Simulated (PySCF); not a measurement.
W(Me)4 (C₄H₁₂W), SMILES [CH3][W]([CH3])([CH3])[CH3] (connectivity only; charge and spin as stated), neutral, multiplicity 3. Atoms are numbered in the order given.

```xyz
17

W      0.0000     0.0000     0.0000
C      1.2135     1.2135    -1.2135
H      1.8667     1.8667    -0.6033
H      0.6033     1.8667    -1.8667
H      1.8667     0.6033    -1.8667
C     -1.2135     1.2135     1.2135
H     -1.8667     0.6033     1.8667
H     -1.8667     1.8667     0.6033
H     -0.6033     1.8667     1.8667
C     -1.2135    -1.2135    -1.2135
H     -1.8667    -1.8667    -0.6033
H     -0.6033    -1.8667    -1.8667
H     -1.8667    -0.6033    -1.8667
C      1.2135    -1.2135     1.2135
H      1.8667    -1.8667     0.6033
H      0.6033    -1.8667     1.8667
H      1.8667    -0.6033     1.8667
```
Charge 0, spin multiplicity 3.

The structure is a stationary point at PBE0-D3(BJ)/def2-SVP. The spin state was assumed, not searched. The def2 effective core potentials stand for the cores of W; spin–orbit coupling is left out.

These are PBE0/def2-TZVP (PySCF) values and carry that method's errors.

ESP charges are fitted to the potential on shells at 1.4 to 2.0 van der Waals radii. Atomic charges (e):

```csv
atom,Mulliken,Löwdin,ESP fit,Mulliken spin
W1,1.12,0.68,1.36,2.10
C2,-0.71,-0.55,-0.90,-0.09
H3,0.14,0.13,0.19,0.02
H4,0.14,0.13,0.19,0.02
H5,0.14,0.13,0.19,0.02
C6,-0.71,-0.55,-0.90,-0.09
H7,0.14,0.13,0.19,0.02
H8,0.14,0.13,0.19,0.02
H9,0.14,0.13,0.19,0.02
C10,-0.71,-0.55,-0.90,-0.09
H11,0.14,0.13,0.19,0.02
H12,0.14,0.13,0.19,0.02
H13,0.14,0.13,0.19,0.02
C14,-0.71,-0.55,-0.90,-0.09
H15,0.14,0.13,0.19,0.02
H16,0.14,0.13,0.19,0.02
H17,0.14,0.13,0.19,0.02
```
